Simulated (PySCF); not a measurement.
## [Zr(H)4] (charge 0, multiplicity 1)

Computed with TPSSh-D3(BJ)/def2-TZVP // r2SCAN-D4/def2-SVP (PySCF).

| Item | Result |
|---|---|
| HOMO | -7.96 eV |
| dipole moment | 0.00 D |
| HOMO–LUMO gap | 5.07 eV |
| LUMO | -2.88 eV |
| charge on the central atom (Mulliken) | 0.81 e |
| total energy | -49.3612 Ha |
| cost | around 13 core-seconds (rough) |

```xyz
5

Zr     0.0000     0.0000     0.0000
H      0.6410     0.2037     1.7215
H     -1.8475     0.0473     0.0208
H      0.6395     1.3710    -1.0618
H      0.5671    -1.6221    -0.6806
```
